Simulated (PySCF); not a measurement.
## Stretching BeSe

Set-up: PySCF, no relativity, basis sets Be def2-TZVPP, Se def2-TZVPP. Energies in eV from Be + Se in their ground configurations at the same level. State: ¹Σ⁺ (singlet), closed shell.

All columns are PBE0. A positive dipole means Be(−)Se(+).

```tsv
R (Å)	E (eV)	μ (D)	Mulliken charge on Be (basis-dependent)	HOMO (eV)	LUMO (eV)	Mayer bond order	⟨S²⟩
1.609	-1.849	-4.44	-0.15	-7.10	-3.45	2.72	0.00
1.684	-2.450	-4.62	-0.05	-6.94	-3.59	2.64	0.00
1.759	-2.787	-4.78	0.03	-6.79	-3.74	2.57	0.00
1.815	-2.908	-4.89	0.09	-6.70	-3.85	2.51	0.00
1.871	-2.941	-4.99	0.14	-6.61	-3.96	2.46	0.00
1.927	-2.906	-5.07	0.18	-6.53	-4.07	2.40	0.00
2.002	-2.778	-5.17	0.23	-6.45	-4.20	2.32	0.00
2.095	-2.529	-5.27	0.28	-6.35	-4.36	2.22	0.00
2.208	-2.155	-5.34	0.32	-6.27	-4.52	2.10	0.00
2.357	-1.607	-5.37	0.35	-6.19	-4.69	1.91	0.00
```

A fit through these points gives, at Re = 1.868 Å, μ = -4.98 D and dμ/dR = -1.66 D/Å; the reduced mass is 8.099 u.

How strong is the fundamental in the double-harmonic approximation, I = 42.26·(dμ/dR)²/μred km/mol?

I = 42.26·(-1.66)²/8.099 = 14.4 km/mol at PBE0.
